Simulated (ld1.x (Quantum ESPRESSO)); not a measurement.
Before and after: TM semilocal potential for strontium (Sr)

- Element: Sr (Z = 38)
- Generator: ld1.x (Quantum ESPRESSO) 7.5
- Type: norm-conserving Troullier–Martins (semilocal form)
- Functional: PBE
- Relativity: scalar-relativistic
- Frozen core: [Ar] 3d10 4s2
- Valence charge: 8
- Reference configuration: 4p6 4d0 5s0 5p0 (charge +2)
- Partial waves: 4p (bound): rc 1.35 bohr; 4d (bound, empty): rc 3.40 bohr; 5s (bound, empty): rc 3.00 bohr
- Local potential: the s channel
- Core correction: none

All-electron outer shells of the reference configuration (PBE, scalar-relativistic, ld1.x):

| shell | level (eV) | outermost node (bohr) | outermost maximum (bohr) |
| --- | --- | --- | --- |
| 4s | -54.72 | 0.59 | 1.19 |
| 4p | -36.52 | 0.61 | 1.32 |
| 5s | -13.60 | 1.62 | 3.20 |
| 4d | -13.29 | 0.65 | 1.89 |
| 5p | -9.81 | 1.88 | 3.76 |

Change: wave 5s (bound): rc 3.00 bohr becomes 5s (bound): rc 4.16 bohr.

Cutoffs: the cutoffs (Ry, on a coarse ladder) from which the occupation-weighted sum of valence levels, in a spherical-Bessel basis at the reference potential, stays within 10 and 1 mRy of its value at 400 Ry; they do not see the model core or the augmentation charge, which bear on the density cutoff. Errors are all-electron minus pseudo energies relative to the spin-unpolarised reference configuration.

Task: How do hardness, ghosts and transferability respond?

Result: The potential gets neither clearly harder nor softer (45 Ry and 90 Ry → 45 Ry and 90 Ry); of the 7 tests that both files solve, the error grows in 0 and shrinks in 2 by more than 15 % and 0.3 meV (median size 51.1 → 51.0 meV); neither file shows a bound ghost. A semilocal file is local in each channel, so a ghost entry of none says nothing of the separable form that plane-wave codes build from it.

| quantity | base | changed |
| --- | --- | --- |
| cutoff, loose | 45 Ry | 45 Ry |
| cutoff, tight | 90 Ry | 90 Ry |
| bound ghosts | none | none |
| error for 4p6 4d0 5s2 5p0, meV [ΔE -16.89 eV] | +84 | +83 |
| error for 4p6 4d0 5s1 5p0, meV [ΔE -11.01 eV] | +29 | +24 |
| error for 4p6 4d0 5s1.5 5p0, meV [ΔE -14.55 eV] | +57 | +53 |
| error for 4p6 4d0 5s0 5p1, meV [ΔE -8.07 eV] | +18 | +18 |
| error for 4p6 4d0 5s1 5p1, meV [ΔE -14.59 eV] | +51 | +51 |
| error for 4p6 4d1 5s0 5p0, meV [ΔE -9.24 eV] | +28 | +28 |
| error for 4p5 4d0 5s2 5p0, meV [ΔE 11.42 eV] | -195 | -145 |
